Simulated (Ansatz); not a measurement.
AlGe₂₀H₃₂⁻, a doped nanocrystal cut from the lattice of germanium (Al on a surface site), relaxed as a singlet with RKS PBE-D4/def2-SVP in Ansatz, starting from the GFN2-xTB geometry. Force threshold 0.03 eV/Å.

Single mean-field runs in def2-SVP are fitted with def2-universal-jkfit.

Start:

Cartesian coordinates in Å:
```
Ge 0.918 -4.407 0.228
Ge -2.669 -2.905 -0.846
Ge -2.953 -1.151 2.548
Ge 1.299 -2.206 -3.107
Ge 0.144 -0.439 0.526
Ge 3.727 -0.015 -1.282
Ge 0.795 1.868 -2.778
Ge -3.311 1.370 -0.613
Ge -3.631 2.866 2.928
Ge -0.484 3.790 0.531
Ge 3.456 4.054 -1.096
Ge 1.913 -4.222 -1.958
Ge -1.446 -4.802 -0.010
Ge 1.273 -2.387 1.520
Ge -2.312 -0.737 0.236
Ge -3.165 0.749 4.007
Ge 1.322 -0.238 -1.661
Ge 0.588 1.776 1.498
Ge 4.667 2.063 -0.522
Ge 1.053 3.848 -1.388
Al -2.969 3.492 0.648
H 1.542 -5.634 0.932
H -4.147 -3.291 -0.899
H -2.377 -2.847 -2.350
H -1.995 -2.182 3.155
H -4.236 -1.983 2.584
H -0.049 -2.442 -3.784
H 2.194 -2.045 -4.334
H 4.318 -1.131 -0.417
H 4.463 -0.320 -2.591
H -0.611 1.770 -3.375
H 1.614 1.935 -4.074
H -4.778 0.875 -0.582
H -3.136 1.134 -2.129
H -5.171 2.734 2.861
H -3.635 3.812 4.141
H 0.304 4.782 1.451
H 4.079 4.624 -2.373
H 3.822 5.171 -0.117
H 1.638 -5.472 -2.793
H 3.429 -4.302 -1.843
H -1.704 -6.044 -0.868
H -2.032 -5.269 1.316
H 0.893 -2.666 2.974
H 2.782 -2.177 1.674
H -4.136 0.362 5.126
H -1.870 0.796 4.811
H 2.135 1.870 1.465
H 0.432 1.604 3.018
H 4.910 2.041 0.977
H 6.104 2.199 -1.030
H 0.708 4.991 -2.389
H -3.706 4.738 0.055
```

Problem. Estimate the energy that the relaxation releases and the steps that it takes.

Solution. 1.13 eV, in 9 steps; 40 s on 11 threads of AMD EPYC 7R13 on a shared host and a whole NVIDIA H100 80GB HBM3. The force fell under the threshold at step 7, but the optimiser went on and released 0.004 eV more. No frequencies were taken in this run, so the end may be a saddle point.

Problem. Does the start keep its bonding and symmetry?

Solution. By distances, no bond broke or formed. The bond that changes most is Ge9–Al21, from 2.46 to 2.51 Å (atoms count from 1).

Problem. Predict the relaxed structure.

Solution. 
```xyz
53

Ge    0.898   -4.434    0.250
Ge   -2.624   -2.820   -0.933
Ge   -2.964   -1.152    2.548
Ge    1.175   -2.183   -3.140
Ge    0.304   -0.459    0.475
Ge    3.826   -0.010   -1.391
Ge    0.665    1.827   -2.861
Ge   -3.257    1.206   -0.735
Ge   -3.766    2.873    2.834
Ge   -0.316    3.509    0.778
Ge    3.317    4.079   -1.140
Ge    1.933   -4.186   -1.954
Ge   -1.513   -4.779    0.028
Ge    1.317   -2.409    1.561
Ge   -2.130   -0.742    0.275
Ge   -2.989    0.840    3.978
Ge    1.400   -0.206   -1.708
Ge    0.815    1.565    1.766
Ge    4.605    2.113   -0.446
Ge    0.892    3.749   -1.355
Al   -2.819    3.323    0.550
H     1.538   -5.689    0.935
H    -4.162   -3.091   -0.893
H    -2.231   -2.742   -2.440
H    -2.147   -2.313    3.205
H    -4.424   -1.693    2.404
H    -0.289   -2.391   -3.626
H     2.059   -2.000   -4.415
H     4.352   -1.182   -0.505
H     4.511   -0.182   -2.785
H    -0.794    1.645   -3.371
H     1.573    2.014   -4.121
H    -4.747    0.707   -0.735
H    -2.847    1.108   -2.246
H    -5.325    2.677    2.848
H    -3.542    3.981    3.925
H     0.266    4.720    1.597
H     3.921    4.539   -2.509
H     3.638    5.224   -0.127
H     1.677   -5.466   -2.813
H     3.480   -4.077   -1.776
H    -1.768   -6.068   -0.819
H    -2.094   -5.062    1.447
H     0.727   -2.603    2.992
H     2.857   -2.217    1.724
H    -3.867    0.478    5.224
H    -1.540    1.012    4.531
H     2.373    1.697    1.821
H     0.356    1.300    3.233
H     4.617    2.009    1.107
H     6.094    2.308   -0.885
H     0.393    5.001   -2.156
H    -3.426    4.649   -0.151
```
Bond lengths: 23 × Ge–Ge 2.45 to 2.47 Å; 3 × Al–Ge 2.51 to 2.52 Å; 31 × Ge–H 1.56 to 1.57 Å; 1 × Al–H 1.62 Å.
